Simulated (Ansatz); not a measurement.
System: sum formula H2SiO3Br, net charge -1, singlet state. It need not be the lowest isomer of its formula. Whether it binds its extra electron was not tested at this geometry. 
Geometry from a B3LYP-D3(BJ)/def2-TZVP (Ansatz, a first-principles code) optimisation:
SMILES: O[Si](Br)([O-])O
```xyz
7

Si     0.2610    -0.1345    -0.9351
Br    -0.3280     0.3709     1.3234
O      0.7523     1.1327    -1.6610
O     -1.1063    -0.9025    -1.5023
O      1.2731    -1.4391    -0.7022
H     -1.6275    -0.2694    -2.0038
H      2.0994    -1.1601    -0.2997
```
Charge -1, spin multiplicity 1.

Total electronic energies in hartree. Valence correlation only, unless marked. Spin-orbit coupling is left out. The frozen core is the preceding noble-gas configuration, with the filled d and f shells of earlier blocks. No relativistic terms. CBS marks a two-point X^-3 extrapolation of the correlation energy; Hartree-Fock from the larger set. The bracket is a focal-point correction in the basis named.

```json
[
 {"level": "HF/6-31G*", "program": "Ansatz", "energy (Eh)": "-3086.98801"},
 {"level": "SVWN5/def2-TZVPD", "program": "Ansatz", "energy (Eh)": "-3084.62498"},
 {"level": "BLYP-D3(BJ)/def2-TZVPD", "program": "Ansatz + dftd3", "energy (Eh)": "-3090.91338"},
 {"level": "BLYP/def2-TZVPD", "program": "Ansatz", "energy (Eh)": "-3090.89989"},
 {"level": "revPBE/def2-TZVPD", "program": "Ansatz", "energy (Eh)": "-3090.54306"},
 {"level": "r2SCAN-D3(BJ)/def2-TZVPD", "program": "Ansatz + dftd3", "energy (Eh)": "-3090.76419"},
 {"level": "PBE0/def2-TZVP", "program": "Ansatz", "energy (Eh)": "-3090.23928"},
 {"level": "PBE0/def2-QZVPP", "program": "Ansatz", "energy (Eh)": "-3090.32136"},
 {"level": "BHLYP/def2-TZVPD", "program": "Ansatz", "energy (Eh)": "-3090.78669"},
 {"level": "LC-wPBE-D3(BJ)/def2-TZVPD", "program": "Ansatz + dftd3", "energy (Eh)": "-3090.33449"},
 {"level": "wB97X-V/def2-TZVPD", "program": "Ansatz", "energy (Eh)": "-3090.54678"},
 {"level": "SCS-MP2/6-31G", "program": "Ansatz", "energy (Eh)": "-3087.21209"},
 {"level": "CCSD/def2-SVP", "program": "Ansatz", "energy (Eh)": "-3087.51949"},
 {"level": "CCSD/def2-SVPD", "program": "Ansatz", "energy (Eh)": "-3087.61215"},
 {"level": "RI-MP2/CBS(def2-TZVPPD,def2-QZVPPD)+[CCSD(T)-MP2]/def2-TZVPPD", "program": "Ansatz", "energy (Eh)": "-3088.7493"}
]
```

Totals of different functionals don't rank their quality; only differences between species are comparable.
